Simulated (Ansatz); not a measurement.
Ansatz (a quantum-chemistry and plane-wave program) input for Ge(H)2(OH)2 (GeH4O2), SMILES [GeH2]([OH])[OH], PBE0-D3(BJ)/def2-TZVP. 

Ansatz 0.2 input:
```yaml
crystal:
  periodic: [false, false, false]
  atoms:
    - {symbol: Ge, position_ang: [-0.00000000, -0.00000000, 0.34845946]}
    - {symbol: O, position_ang: [-1.40535304, 0.07221584, -0.67176797]}
    - {symbol: O, position_ang: [1.40535304, -0.07221584, -0.67176797]}
    - {symbol: H, position_ang: [-0.09354270, 1.27107741, 1.12635309]}
    - {symbol: H, position_ang: [0.09354270, -1.27107740, 1.12635309]}
    - {symbol: H, position_ang: [-1.51697957, -0.61359430, -1.32756066]}
    - {symbol: H, position_ang: [1.51697958, 0.61359430, -1.32756066]}
basis:
  gaussian:
    orbitals: def2-TZVP
hamiltonian:
  xc: pbe0
  dispersion: d3bj
relax: {f_tol: 0.002, max_steps: 200}
```

Log of the run:

```
WARN ansatz: RAYON_NUM_THREADS=1 ignored (pool sized by the plan → 1); use --threads N
Functional definition: PBE0
integrals: 0.05 GiB planned
879 factors; their error is unknown
mean field: 0.48 GiB planned
mean field evaluation 1: about -60660.2918 eV, gradient 7.4e1 eV
mean field evaluation 2: about -60644.3975 eV, gradient 1.2e2 eV
mean field evaluation 4: about -60668.5943 eV, gradient 1.0e0 eV
mean field evaluation 8: about -60668.8756 eV, gradient 2.5e-1 eV
mean field evaluation 16: about -60668.8757 eV, gradient 3.9e-5 eV
mean field -60668.87567003 eV, -2229.5400580328 hartree, gradient 3.9e-5 eV, S^2 0.000000; 0 other end points of the search recorded, 0 dependent functions left out
the calculation of the forces begins
reference -60668.87569559 eV, -2229.5400589720 hartree; 26, 26 occupied and 108, 108 virtual orbitals, 879 factors
relax step   1: F+E_penalty+E_count = -60668.95805444 eV  Δ(F+E_penalty+E_count) = +0.000e0 eV  max|allowed force component| = 1.048e0 eV/Å  Δτ_max = 0.0000 Å  (27 SCF iters, accepted)
these checks for a lower state are left out or cut short: starts, cluster_reference, orbital_swaps, neighbouring_geometries, increment
integrals: 0.05 GiB planned
879 factors; their error is unknown
mean field: 0.48 GiB planned
mean field -60668.94929723 eV, -2229.5427637825 hartree, gradient 1.2e-5 eV, S^2 0.000000; 0 other end points of the search recorded, 0 dependent functions left out
the calculation of the forces begins
reference -60668.94932289 eV, -2229.5427647255 hartree; 26, 26 occupied and 108, 108 virtual orbitals, 879 factors
relax step   2: F+E_penalty+E_count = -60669.03101577 eV  Δ(F+E_penalty+E_count) = -7.296e-2 eV  max|allowed force component| = 4.746e-1 eV/Å  Δτ_max = 0.0598 Å  (30 SCF iters, accepted)
these checks for a lower state are left out or cut short: starts, cluster_reference, orbital_swaps, neighbouring_geometries, increment
integrals: 0.05 GiB planned
879 factors; their error is unknown
mean field: 0.48 GiB planned
mean field evaluation 32: about -60668.9654 eV, gradient 1.2e-5 eV
mean field -60668.96540447 eV, -2229.5433557126 hartree, gradient 1.2e-5 eV, S^2 0.000000; 0 other end points of the search recorded, 0 dependent functions left out
the calculation of the forces begins
reference -60668.96543017 eV, -2229.5433566571 hartree; 26, 26 occupied and 108, 108 virtual orbitals, 879 factors
relax step   3: F+E_penalty+E_count = -60669.04690365 eV  Δ(F+E_penalty+E_count) = -1.589e-2 eV  max|allowed force component| = 1.189e-1 eV/Å  Δτ_max = 0.0471 Å  (29 SCF iters, accepted)
these checks for a lower state are left out or cut short: starts, cluster_reference, orbital_swaps, neighbouring_geometries, increment
integrals: 0.05 GiB planned
879 factors; their error is unknown
mean field: 0.48 GiB planned
mean field -60668.96457627 eV, -2229.5433252767 hartree, gradient 1.3e-5 eV, S^2 0.000000; 0 other end points of the search recorded, 0 dependent functions left out
the calculation of the forces begins
reference -60668.96460184 eV, -2229.5433262163 hartree; 26, 26 occupied and 108, 108 virtual orbitals, 879 factors
relax step   4: F+E_penalty+E_count = -60669.04645127 eV  Δ(F+E_penalty+E_count) = +4.524e-4 eV  max|allowed force component| = 3.515e-1 eV/Å  Δτ_max = 0.0493 Å  (30 SCF iters, rejected (line search))
these checks for a lower state are left out or cut short: starts, cluster_reference, orbital_swaps, neighbouring_geometries, increment
integrals: 0.05 GiB planned
879 factors; their error is unknown
mean field: 0.48 GiB planned
mean field -60668.96968211 eV, -2229.5435129128 hartree, gradient 1.2e-5 eV, S^2 0.000000; 0 other end points of the search recorded, 0 dependent functions left out
the calculation of the forces begins
reference -60668.96970778 eV, -2229.5435138562 hartree; 26, 26 occupied and 108, 108 virtual orbitals, 879 factors
relax step   5: F+E_penalty+E_count = -60669.05135438 eV  Δ(F+E_penalty+E_count) = -4.451e-3 eV  max|allowed force component| = 1.985e-2 eV/Å  Δτ_max = 0.0244 Å  (30 SCF iters, accepted)
these checks for a lower state are left out or cut short: starts, cluster_reference, orbital_swaps, neighbouring_geometries, increment
integrals: 0.05 GiB planned
879 factors; their error is unknown
mean field: 0.48 GiB planned
mean field -60668.96991106 eV, -2229.5435213268 hartree, gradient 1.2e-5 eV, S^2 0.000000; 0 other end points of the search recorded, 0 dependent functions left out
the calculation of the forces begins
reference -60668.96993672 eV, -2229.5435222695 hartree; 26, 26 occupied and 108, 108 virtual orbitals, 879 factors
relax step   6: F+E_penalty+E_count = -60669.05164212 eV  Δ(F+E_penalty+E_count) = -2.877e-4 eV  max|allowed force component| = 6.596e-3 eV/Å  Δτ_max = 0.0119 Å  (30 SCF iters, accepted)
these checks for a lower state are left out or cut short: starts, cluster_reference, orbital_swaps, neighbouring_geometries, increment
integrals: 0.05 GiB planned
879 factors; their error is unknown
mean field: 0.48 GiB planned
mean field evaluation 64: about -60668.9699 eV, gradient 1.2e-5 eV
mean field -60668.96988916 eV, -2229.5435205220 hartree, gradient 1.2e-5 eV, S^2 0.000000; 0 other end points of the search recorded, 0 dependent functions left out
the calculation of the forces begins
reference -60668.96991481 eV, -2229.5435214645 hartree; 26, 26 occupied and 108, 108 virtual orbitals, 879 factors
relax step   7: F+E_penalty+E_count = -60669.05161702 eV  Δ(F+E_penalty+E_count) = +2.510e-5 eV  max|allowed force component| = 9.891e-3 eV/Å  Δτ_max = 0.0075 Å  (30 SCF iters, rejected (line search))
these checks for a lower state are left out or cut short: starts, cluster_reference, orbital_swaps, neighbouring_geometries, increment
integrals: 0.05 GiB planned
879 factors; their error is unknown
mean field: 0.48 GiB planned
mean field -60668.96995707 eV, -2229.5435230174 hartree, gradient 1.2e-5 eV, S^2 0.000000; 0 other end points of the search recorded, 0 dependent functions left out
the calculation of the forces begins
reference -60668.96998272 eV, -2229.5435239600 hartree; 26, 26 occupied and 108, 108 virtual orbitals, 879 factors
relax step   8: F+E_penalty+E_count = -60669.05168077 eV  Δ(F+E_penalty+E_count) = -3.865e-5 eV  max|allowed force component| = 1.810e-3 eV/Å  Δτ_max = 0.0037 Å  (31 SCF iters, accepted)
integrals: 0.05 GiB planned
879 factors; their error is unknown
mean field: 0.48 GiB planned
mean field -60668.96995707 eV, -2229.5435230173 hartree, gradient 6.2e-5 eV, S^2 0.000000; 1 other end points of the search recorded, 0 dependent functions left out
the calculation of the forces begins
reference -60668.96998272 eV, -2229.5435239600 hartree; 26, 26 occupied and 108, 108 virtual orbitals, 879 factors
Total energy: -60669.05170642 eV, -2229.5465272508 hartree
Atom 0 at    -0.000000    -0.000000     0.307411 Å, force    -0.000000    -0.000000     0.001810 eV/Å
Atom 1 at    -1.450115     0.090416    -0.712768 Å, force    -0.000388     0.000668    -0.000083 eV/Å
Atom 2 at     1.450115    -0.090416    -0.712768 Å, force     0.000388    -0.000668    -0.000083 eV/Å
Atom 3 at    -0.045196     1.298374     1.121220 Å, force    -0.000757    -0.000221    -0.001173 eV/Å
Atom 4 at     0.045196    -1.298374     1.121220 Å, force     0.000757     0.000221    -0.001173 eV/Å
Atom 5 at    -1.565036    -0.689382    -1.260903 Å, force    -0.000425    -0.000149     0.000350 eV/Å
Atom 6 at     1.565036     0.689382    -1.260903 Å, force     0.000425     0.000149     0.000350 eV/Å
Dipole moment:     0.000000     0.000000    -0.023776 e Å
```

Self-consistency was reached.

Cost: about 18 core-seconds (a rough figure).
